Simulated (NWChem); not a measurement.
System meant: CH$_{3}$Cl$_{2}$OV; SMILES [O]=[V]([Cl])([Cl])[CH3]

The following NWChem deck was run.

```
start job
memory heap 200 mb stack 900 mb global 1100 mb
geometry units angstroms noautoz
  V      0.240711     0.124993     0.000000
  O      1.138933     1.367051     0.000000
  Cl    -0.857163    -0.031580     1.832725
  Cl    -0.857163    -0.031580    -1.832725
  C      1.562463    -1.352374     0.000000
  H      2.180592    -1.250999     0.905039
  H      0.988324    -2.291724     0.000000
  H      2.180592    -1.250999    -0.905039
end
basis spherical
  * library def2-svp
end
dft
  xc pbe0
  iterations 4
  mulliken
end
task dft energy
```

End of the output:

```
    Atom       Charge   Shell Charges
 -----------   ------   -------------------------------------------------------
    1 V   23    28.41   2.00  2.00  1.90  0.37  0.10  5.99  5.84  1.23  6.85  2.10  0.03
    2 O    8     4.99   1.98  0.93  0.73  0.67  0.63  0.04
    3 Cl  17    16.09   2.00  1.96  1.04  0.79  5.79  1.88  2.60  0.03
    4 Cl  17    16.09   2.00  1.96  1.04  0.79  5.79  1.88  2.60  0.03
    5 C    6     5.62   1.96  0.57  0.35  1.47  1.22  0.05
    6 H    1     0.93   0.61  0.26  0.06
    7 H    1     0.94   0.62  0.26  0.06
    8 H    1     0.93   0.61  0.26  0.06

 center of mass
 --------------
 x =  -0.07748319 y =   0.05973512 z =   0.00000000

 moments of inertia (a.u.)
 ------------------
        1061.165681676495           0.000000000000           0.000000000000
           0.000000000000        1256.023212034379           0.000000000000
           0.000000000000           0.000000000000         627.622545081590

     Multipole analysis of the density
     ---------------------------------

     L   x y z        total         alpha         beta         nuclear
     -   - - -        -----         -----         ----         -------
     0   0 0 0     -0.000000    -37.000000    -37.000000     74.000000

     1   1 0 0      3.630171      1.815085      1.815085      0.000000
     1   0 1 0      5.235065      2.617533      2.617533      0.000000
     1   0 0 1     -0.000000     -0.000000     -0.000000      0.000000

     2   2 0 0    -13.903672   -118.909465   -118.909465    223.915257
     2   1 1 0     10.632514     12.341881     12.341881    -14.051249
     2   1 0 1      0.000000      0.000000      0.000000      0.000000
     2   0 2 0    -11.283296    -66.029878    -66.029878    120.776459
     2   0 1 1     -0.000000     -0.000000     -0.000000      0.000000
     2   0 0 2    -15.884987   -214.778793   -214.778793    413.672599

 ------------------------------------------------------------------------
 dft energy failed                                                                                  0
 ------------------------------------------------------------------------
 ------------------------------------------------------------------------
  current input line :
    21: task dft energy
 ------------------------------------------------------------------------
 ------------------------------------------------------------------------
 This type of error is most commonly associated with calculations not reaching convergence criteria
 ------------------------------------------------------------------------
 For more information see the NWChem manual at https://nwchemgit.github.io

0:dft energy failed:Received an Error in Communication
```

Task: Find the fault in this run and fix the input.

Result: Convergence was not reached. Cause: the SCF was allowed too few iterations. This input runs:
```
start job
memory heap 200 mb stack 900 mb global 1100 mb
geometry units angstroms noautoz
  V      0.240711     0.124993     0.000000
  O      1.138933     1.367051     0.000000
  Cl    -0.857163    -0.031580     1.832725
  Cl    -0.857163    -0.031580    -1.832725
  C      1.562463    -1.352374     0.000000
  H      2.180592    -1.250999     0.905039
  H      0.988324    -2.291724     0.000000
  H      2.180592    -1.250999    -0.905039
end
basis spherical
  V library def2-svp
  O library def2-svp
  Cl library def2-svp
  C library def2-svp
  H library def2-svp
end
dft
  xc pbe0
  iterations 150
  mulliken
end
task dft energy
```
It converges to -1978.53324 Ha (PBE0/def2-SVP).
